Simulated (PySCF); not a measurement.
**Relaxation of singlet H3IO2**

These are results of PySCF, PBE0, basis I def2-TZVP with ECP28, O def2-TZVP, H def2-TZVP (scalar-relativistic core potentials, no spin–orbit coupling, density fitting), not measurements. A (50,194) grid was used.

A hand-made trigonal bipyramidal (ligand arrangement 2) start, of Cs symmetry, held to at least that symmetry:

```xyz
6
charge 0 multiplicity 1, angstrom
I     0.0867    0.1502    0.1735
O     0.0867    0.1502   -1.6865
O    -0.8432   -1.4606    0.1735
H     0.0867    0.1502    1.8235
H     1.7367    0.1502    0.1735
H    -0.7383    1.5791    0.1735
```

Optimiser trace:
| step | E − E(last) (kJ/mol) | largest gradient (Eh/bohr) |
| --- | --- | --- |
| 0 | 121.09 | 0.10759 |
| 1 | 56.20 | 0.01659 |
| 2 | 53.39 | 0.00651 |
| 3 | 52.93 | 0.00191 |
| 4 | 52.62 | 0.00188 |
| 5 | 45.02 | 0.01353 |
| 6 | 35.24 | 0.02010 |
| 7 | 17.85 | 0.02460 |
| 8 | 16.18 | 0.02204 |
| 9 | 15.54 | 0.02217 |
| 10 | 10.49 | 0.01639 |
| 11 | 8.73 | 0.01318 |
| 12 | 2.87 | 0.00854 |
| 13 | 0.71 | 0.00463 |
| 14 | 0.19 | 0.00227 |
| 15 | 0.05 | 0.00141 |
| 16 | 0.01 | 0.00077 |
| 17 | 0.00 | 0.00013 |

It ends at C2v with I–H 1.693 Å, I–H 1.697 Å (×2), I–O 1.775 Å (×2); H–I–H 86.7° (×2), H–I–H 173.3°, H–I–O 91.4° (×4), H–I–O 114.6° (×2), O–I–O 130.9° (after a last refinement on a finer grid). A frequency run shows a minimum. Other isomers or separated fragments may lie lower.

Final geometry:
Coordinates in bohr (charge 0 multiplicity 1):
```
I     0.0669    0.1158    0.2150
O     0.9938    1.7213   -2.5802
O    -1.5965   -2.7652    0.6426
H     0.9119    1.5795    2.9318
H     2.8895   -1.3999    0.3735
H    -2.6572    1.8023    0.3735
```
